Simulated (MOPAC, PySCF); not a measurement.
Potential energy curve for O2 (anion, charge -1), doublet.

Methods: UHF/LANL2DZ = unrestricted Hartree-Fock/LANL2DZ in PySCF 2.14.0; PM3, unrestricted, heats of formation (MOPAC); AM1, unrestricted, heats of formation (MOPAC); UCCSD(T) = CCSD(T) on UHF/aug-cc-pVDZ, 2 core orbitals frozen (PySCF 2.14.0).

Energies relative to the lowest point of each curve near equilibrium, in eV; the last columns give the difference from UCCSD(T):

```json
[
 {"R / Å": "1.06", "UHF/LANL2DZ": "4.003", "PM3": "2.613", "AM1": "0.819", "UCCSD(T)": "3.429", "UHF/LANL2DZ − UCCSD(T)": "0.574", "PM3 − UCCSD(T)": "-0.816", "AM1 − UCCSD(T)": "-2.610"},
 {"R / Å": "1.13", "UHF/LANL2DZ": "1.956", "PM3": "0.906", "AM1": "0.098", "UCCSD(T)": "1.687", "UHF/LANL2DZ − UCCSD(T)": "0.268", "PM3 − UCCSD(T)": "-0.781", "AM1 − UCCSD(T)": "-1.589"},
 {"R / Å": "1.19", "UHF/LANL2DZ": "0.914", "PM3": "0.219", "AM1": "0.000", "UCCSD(T)": "0.805", "UHF/LANL2DZ − UCCSD(T)": "0.109", "PM3 − UCCSD(T)": "-0.586", "AM1 − UCCSD(T)": "-0.805"},
 {"R / Å": "1.26", "UHF/LANL2DZ": "0.259", "PM3": "0.000", "AM1": "0.336", "UCCSD(T)": "0.247", "UHF/LANL2DZ − UCCSD(T)": "0.012", "PM3 − UCCSD(T)": "-0.247", "AM1 − UCCSD(T)": "0.088"},
 {"R / Å": "1.28", "UHF/LANL2DZ": "0.154", "PM3": "0.015", "AM1": "0.497", "UCCSD(T)": "0.156", "UHF/LANL2DZ − UCCSD(T)": "-0.001", "PM3 − UCCSD(T)": "-0.141", "AM1 − UCCSD(T)": "0.342"},
 {"R / Å": "1.33", "UHF/LANL2DZ": "0.014", "PM3": "0.150", "AM1": "0.989", "UCCSD(T)": "0.025", "UHF/LANL2DZ − UCCSD(T)": "-0.010", "PM3 − UCCSD(T)": "0.125", "AM1 − UCCSD(T)": "0.964"},
 {"R / Å": "1.36", "UHF/LANL2DZ": "0.000", "PM3": "0.278", "AM1": "1.324", "UCCSD(T)": "0.000", "UHF/LANL2DZ − UCCSD(T)": "0.000", "PM3 − UCCSD(T)": "0.278", "AM1 − UCCSD(T)": "1.324"},
 {"R / Å": "1.40", "UHF/LANL2DZ": "0.033", "PM3": "0.480", "AM1": "1.794", "UCCSD(T)": "0.016", "UHF/LANL2DZ − UCCSD(T)": "0.018", "PM3 − UCCSD(T)": "0.464", "AM1 − UCCSD(T)": "1.778"}
]
```

UHF/LANL2DZ is furthest from UCCSD(T) at 1.06 (0.574 eV, above); its mean absolute difference over the points is 0.124 eV.

PM3 is furthest from UCCSD(T) at 1.06 (-0.816 eV, below); its mean absolute difference over the points is 0.430 eV.

AM1 is furthest from UCCSD(T) at 1.06 (-2.610 eV, below); its mean absolute difference over the points is 1.187 eV.

The scan ran from 1.06 to 5.28 Å; beyond the distances shown one of the unrestricted levels run for this scan, shown here or not, changes its spin distribution in one step. Where the anion isn't bound against loss of the electron, the finite basis alone holds it.
